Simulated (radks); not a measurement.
Question: These are the eigenvalues of the occupied orbitals of an atom or ion with whole-number occupations (hartree). All-electron calculation, Dirac Kohn-Sham, PBE, spin-unpolarised, spherical densities, point nucleus. Program: a radial shooting solver on a logarithmic mesh with Libxc functionals.

1s1/2: -1053.901
2s1/2: -219.8555
2p1/2: -210.9312
2p3/2: -203.5945
3s1/2: -88.03619

Which element is it, and in what charge state? The configuration may be excited. Open shells, if any, fill j = l - 1/2 first.

Answer: Z = 48, cadmium, charge +36: Cd36+ in [Ne] 3s2. The list shows which subshells hold electrons but not how many an open one holds; the 1s level, -1053.9 hartree, gives Z - s = 45.9 by -(Z - s)^2/2, which with screening and relativity narrows Z to a few neighbours, and the depths of the outer levels then fix element, charge and occupations together.
